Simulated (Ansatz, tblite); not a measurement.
Removing an electron: [GeH3]- (GeH3⁻). Charge -1, multiplicity 1. Geometry: r2SCAN-D4/def2-TZVPD. Ansatz, gas phase; energy differences of separate SCF runs; the oxidised species was run as a doublet alone.

Cartesian coordinates in Å:
```
Ge -0.242 -0.033 -0.625
H 1.328 -0.083 -0.270
H -0.598 -1.098 0.530
H -0.488 1.213 0.365
```

The xTB rows come from tblite. Correlated methods freeze 9 core orbitals; core or outer-core shells of Ge are correlated, in sets that lack core-valence functions.

| level | −HOMO (eV) | vertical IE (eV) | −LUMO (eV) | HOMO–LUMO gap (eV) | remarks |
| --- | --- | --- | --- | --- | --- |
| GFN2-xTB | 2.60 | 6.37 | -3.36 | 5.96 | – |
| HF/def2-TZVPPD | – | 1.12 | – | – | – |
| PBE-D4/def2-TZVPD | -0.95 | 2.12 | -4.22 | 3.27 | HOMO above zero (-1 singlet) |
| r2SCAN-D4/def2-TZVPD | -0.74 | 2.08 | -4.93 | 4.19 | HOMO above zero (-1 singlet) |
| PBE0-D4/def2-TZVPD | -0.03 | 2.09 | -4.74 | 4.71 | HOMO above zero (-1 singlet) |
| MP2/def2-TZVPPD | – | 2.01 | – | – | – |
| CCSD/def2-TZVPPD | – | 2.01 | – | – | – |
| CCSD(T)/def2-TZVPPD | – | 2.06 | – | – | – |

  A HOMO above zero means that the electron is unbound at that level or that self-interaction error raises the level; the energy of removing that electron tells which. Raw xTB energy differences between charge states are shifted by several eV; the methods need an empirical correction for them.
